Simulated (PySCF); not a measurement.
Nb(O)(Cl)2(Me) (CH3Cl2NbO), SMILES [CH3][Nb](=[O])([Cl])[Cl], multiplicity 1.

The structure is a stationary point at PBE-D3(BJ)/def2-SVP. The multiplicity is an assumed one; no other spin state was optimised. The structure was generated by enumeration; whether it is a known compound was not checked. The def2 effective core potentials stand for the cores of Nb; spin–orbit coupling is left out.

Method: PBE-D3(BJ)/def2-SVP (PySCF).

Frequencies are harmonic and unscaled.

| mode | ν (cm⁻¹) | IR (km/mol) | moving atoms (share of kinetic energy) |
|---|---|---|---|
| 1 | 95 | 2.6 | Cl 75 %, Nb 17 % |
| 2 | 127 | 2.4 | Cl 35 %, Nb 30 %, C 17 %, H 9 %, O 9 % |
| 3 | 127 | 0.5 | H 74 %, C 15 %, Cl 9 % |
| 4 | 134 | 0.1 | H 50 %, C 31 %, Cl 16 % |
| 5 | 209 | 1.1 | O 72 %, Cl 23 % |
| 6 | 216 | 3.8 | O 59 %, C 15 %, H 14 % |
| 7 | 384 | 23.2 | Cl 80 %, Nb 15 % |
| 8 | 419 | 49.5 | Cl 45 %, Nb 30 %, H 20 % |
| 9 | 501 | 44.4 | H 62 %, C 15 %, Nb 13 %, Cl 10 % |
| 10 | 536 | 52.6 | C 63 %, H 22 %, Nb 15 % |
| 11 | 598 | 7.5 | H 76 %, C 19 % |
| 12 | 1004 | 127.4 | O 84 %, Nb 15 % |
| 13 | 1118 | 5.9 | H 78 %, C 22 % |
| 14 | 1330 | 12.6 | H 94 % |
| 15 | 1337 | 13.9 | H 95 % |
| 16 | 2949 | 7.4 | H 98 % |
| 17 | 3057 | 0.0 | H 91 %, C 9 % |
| 18 | 3066 | 0.7 | H 90 %, C 10 % |
